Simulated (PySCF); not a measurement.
C2H2O3Si, SMILES O1C([SiH2]C1=O)=O.

Geometry optimised at TPSSh-D3(BJ)/def2-SVP.

Method: PBE/def2-TZVP run with PySCF.

Gas-phase values at a fixed geometry.

The total energy comes out as -592.23144 hartree and the point group is C2v. The highest occupied level is -6.56 eV and the lowest empty level is -2.89 eV. The orbital gap is 3.67 eV and the dipole moment is 3.45 D. The quadrupole, principal values (traceless, Buckingham form, about the centre of nuclear charge) is -11.81, 4.86, 6.95 D·Å and the mean static polarisability is 57.8 bohr³ (8.57 Å³). The polarisability, principal values is 40.6, 64.0, 68.9 bohr³.
